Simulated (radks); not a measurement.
Values are calculated unless marked as measured or tabulated.
Removal energies from neutral copper, [Ar] 3d10 4s1, by Delta-SCF beside the eigenvalue of the level emptied. Level of theory: scalar-relativistic Kohn-Sham, PBE, spin-polarised, spherical densities, finite nucleus; Fermi nuclear charge, rms radius of each element as measured or else 0.836 A^(1/3) + 0.57 fm (a radial shooting solver on a logarithmic mesh with Libxc functionals). Open shells are filled with parallel spins first.

removed from	final configuration	Delta-SCF (eV)	-eigenvalue (eV)
4s	[Ar] 3d10	8.382	5.004
3d	[Ar] 3d9 4s1	11.155	4.894
3p	[Ne] 3s2 3p5 3d10 4s1	79.073	72.068
3s	[Ne] 3s1 3p6 3d10 4s1	121.73	114.62
